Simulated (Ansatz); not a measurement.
Ga6Sb6H18⁻, a cluster cut from wurtzite GaSb (hydrogen-capped): single points at one geometry.

```yaml
crystal:
  periodic: [false, false, false]
  atoms:
    - {symbol: Sb, position_ang: [-0.003441, -2.336420, -2.022267]}
    - {symbol: Ga, position_ang: [-2.364629, -1.364879, -1.123210]}
    - {symbol: Ga, position_ang: [0.001830, -2.800884, 2.202467]}
    - {symbol: Sb, position_ang: [-2.043433, -1.180250, 1.493599]}
    - {symbol: Sb, position_ang: [-2.023444, 1.165501, -2.022621]}
    - {symbol: Ga, position_ang: [-2.424066, 1.401477, 2.201118]}
    - {symbol: Ga, position_ang: [2.360577, -1.365995, -1.128496]}
    - {symbol: Sb, position_ang: [2.045566, -1.180547, 1.488899]}
    - {symbol: Sb, position_ang: [2.018610, 1.164927, -2.026976]}
    - {symbol: Ga, position_ang: [-0.001362, 2.727294, -1.128154]}
    - {symbol: Ga, position_ang: [2.428583, 1.401427, 2.195405]}
    - {symbol: Sb, position_ang: [0.001289, 2.360963, 1.489199]}
    - {symbol: H, position_ang: [-0.003722, -4.039514, -1.852335]}
    - {symbol: H, position_ang: [-0.005016, -2.308403, -3.742976]}
    - {symbol: H, position_ang: [-3.581104, -2.066209, -1.842603]}
    - {symbol: H, position_ang: [0.001503, -3.994180, 1.156795]}
    - {symbol: H, position_ang: [0.004546, -2.975701, 3.768849]}
    - {symbol: H, position_ang: [-3.472807, -2.005098, 1.979915]}
    - {symbol: H, position_ang: [-1.995748, 1.147415, -3.743491]}
    - {symbol: H, position_ang: [-3.499036, 2.017840, -1.858616]}
    - {symbol: H, position_ang: [-3.456818, 1.996891, 1.153680]}
    - {symbol: H, position_ang: [-2.576350, 1.492332, 3.767390]}
    - {symbol: H, position_ang: [3.575293, -2.067685, -1.850389]}
    - {symbol: H, position_ang: [3.476067, -2.005374, 1.971922]}
    - {symbol: H, position_ang: [1.988080, 1.147362, -3.747682]}
    - {symbol: H, position_ang: [3.494145, 2.016327, -1.864393]}
    - {symbol: H, position_ang: [-0.001092, 4.130323, -1.849672]}
    - {symbol: H, position_ang: [2.585181, 1.491235, 3.761051]}
    - {symbol: H, position_ang: [3.458945, 1.996011, 1.145490]}
    - {symbol: H, position_ang: [0.002052, 4.012016, 1.973201]}
basis:
  gaussian: {orbitals: def2-TZVP, fitting: {mean_field: def2-universal-jkfit}, initial_orbitals: start.molden}
total_charge: -1
magnetization: {spin_polarized: true, initial_magnetization: 1}
hamiltonian: {xc: {name: r2SCAN0}, dispersion: d4}
scf: {omitted_lower_state_checks: [starts]}
output: {orbitals: {seedname: orbitals}}
```

The file start.molden holds the orbitals of an earlier run on this structure, at another level or in another basis.

```sh
$ ansatz run in.yaml --threads 2 --pin off --events-out ev --progress --plain --max-ram 32768MiB --backend cuda --devices 0, --max-vram 18GiB
```

It prints (some lines left out):

```
Functional definition: r2SCAN0
  name "r2SCAN0"
  cite "Bursch, Neugebauer, Ehlert & Grimme, J. Chem. Phys. 156, 134105 (2022) doi:10.1063/5.0086040"
  cite "Furness, Kaplan, Ning, Perdew & Sun, J. Phys. Chem. Lett. 11, 8208 (2020) doi:10.1021/acs.jpclett.0c02405"
  cite "Furness, Kaplan, Ning, Perdew & Sun, J. Phys. Chem. Lett. 11, 9248 (2020) doi:10.1021/acs.jpclett.0c03077"
  parent r2scan
  parameter a = 0.25
  parameter k0 = 0.174
  parameter k1 = 0.065
  parameter a1 = 4.9479
  exchange = (1 - a)*r2scan_x(k0 = k0, k1 = k1, a1 = a1) + a*exact_x
  correlation = r2scan_c
these checks for a lower state are left out or cut short: starts
3228 factors; integrals over basis functions are off by at most 6.9e-1 eV
mean field evaluation 1: about -353798.8922 eV, gradient 8.9e0 eV
mean field evaluation 2: about -353798.9775 eV, gradient 1.5e-1 eV
mean field evaluation 4: about -353798.9707 eV, gradient 3.0e-2 eV
mean field evaluation 8: about -353798.9707 eV, gradient 1.7e-5 eV
mean field -353798.97074838 eV, -13001.8723614473 hartree, gradient 1.8e-5 eV, S^2 0.761627; 0 other end points of the search recorded, 0 dependent functions left out
reference -353798.97077938 eV, -13001.8723625866 hartree; 172, 171 occupied and 524, 525 virtual orbitals, 3228 factors
Total energy: -353799.76529114 eV, -13001.9015603551 hartree
Checks for a lower state left out: starts
```

It took 32 s on 2 threads of AMD EPYC 7R13 on a shared host and a share (18 GiB) of an NVIDIA H100 80GB HBM3, peak host memory 1.5 GiB.

First input, but with `hamiltonian: {xc: pbe, dispersion: d4}` (abridged; 24 s):

```
Functional definition: PBE
mean field evaluation 16: about -353744.7473 eV, gradient 7.0e-6 eV
mean field -353744.74729111 eV, -12999.8796861466 hartree, gradient 7.0e-6 eV, S^2 0.752542
Total energy: -353747.11542744 eV, -12999.9667135515 hartree
Checks for a lower state left out: starts
```

As the first input, with `gaussian: {orbitals: def2-TZVP, fitting: {mean_field: def2-universal-jkfit}}`, `hamiltonian: {xc: pbe0, dispersion: d4}` (abridged; 28 s):

```
Functional definition: PBE0
mean field evaluation 16: about -353753.7461 eV, gradient 3.2e-2 eV
mean field evaluation 32: about -353753.7463 eV, gradient 4.6e-5 eV
mean field -353753.74631271 eV, -13000.2103940907 hartree, gradient 6.0e-6 eV, S^2 0.755873
Total energy: -353755.90803125 eV, -13000.2898357817 hartree
Checks for a lower state left out: starts
```

Geometry: PBE-D4/def2-SVP, that of the neutral singlet.

In the def2 sets Sb takes a core potential; there is no spin–orbit coupling. Single mean-field runs in def2-TZVP are fitted with def2-universal-jkfit. At r2SCAN0-D4/def2-TZVP, PBE-D4/def2-TZVP, PBE0-D4/def2-TZVP the highest occupied level of the charge -1 doublet lies above zero (up to 0.49 eV). By energy differences its removal costs 1.16 eV (vertical, to the charge 0 singlet, at PBE-D4/def2-TZVP); self-interaction error and the lack of diffuse functions both raise the level. At PBE-D4/def2-TZVP the gap within one spin of the charge -1 doublet nearly closes, so an electron or hole may be smeared out by delocalisation error.
